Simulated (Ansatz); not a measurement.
Isomers of C2H6Ge (singlet), relaxed with B3LYP-D4/def2-TZVP; total energies from Ansatz at RPA@PBE/def2-TZVP.

```csv
isomer,description,energy (Eh)
A,Ge(vinyl)H3 (C₂H₆Ge),-2155.49965
B,GeMe2 (C2H6Ge),-2155.50665
```

Correlated methods freeze 11 core orbitals; core or outer-core shells of Ge are correlated, in sets that lack core-valence functions.

**Question.** Work out the relative energies (1 Eh = 2625.5 kJ/mol) and the Boltzmann populations at 1200 K from electronic energies alone (R = 8.314 J/mol/K).

**Answer.** ΔE: A 18.4, B 0.0 kJ/mol. RT = 9.98 kJ/mol. Factors exp(−ΔE/RT): A 0.158, B 1; sum 1.158. Populations: A 13.6 %, B 86.4 %. Zero-point energy, vibrational entropy and symmetry numbers are left out and can shift these; an error of 4 kJ/mol changes a ratio by a factor of 1.5. Over the other density-functional and correlated levels in def2 sets, the gap between B and A ranges from 15 to 34 kJ/mol.
